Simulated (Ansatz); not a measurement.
Reaction (ligand exchange at the Al–C bond): `[AlH2][CH](S)[GeH3]` + `O[SiH](O)O` → `O[SiH](O)[O][AlH2]` + `S[CH2][GeH3]`

Computed with Ansatz on PBE0-D4/def2-TZVP structures; ΔE is electronic, products minus reactants. CBS: MP2 limit from def2 TZ/QZ plus the TZ coupled-cluster correction, frozen cores. DFT in def2-TZVPP. B3LYP here is the variant with VWN-RPA as its local correlation; programs differ in this. For Ge outer-core shells are correlated without core-valence functions, which leaves a few kJ/mol of doubt a bond. Scalar relativity is left out up to krypton. One conformer a species, not always the lowest.

CCSD(T)/CBS gives -1.57 eV.

(1) Another level gave -1.48 eV. Which?
A. B3LYP-D4/def2-TZVPP
B. B3LYP/def2-TZVPP
C. MP2/def2-TZVPP
D. PBE/def2-TZVPP

Largest T1 diagnostic among the species: 0.012.

Results:

(1) D. PBE -1.48, B3LYP-D4 -1.63, B3LYP -1.68, MP2/def2-TZVPP -1.59 eV.

In def2-TZVPP, CCSD(T) changes the Hartree–Fock value by +0.24 eV (the triples alone add +0.04 eV) and MP2 by +0.25 eV. The D4 term adds +0.05 eV with B3LYP and +0.03 eV with PBE0; it sums over pairs of atoms, weighted by their polarisabilities, and B3LYP, whose exchange is more repulsive, gets the larger term. From PBE to PBE0 (25 % exact exchange), in def2-TZVPP and without D4, ΔE moves by −0.04 eV.
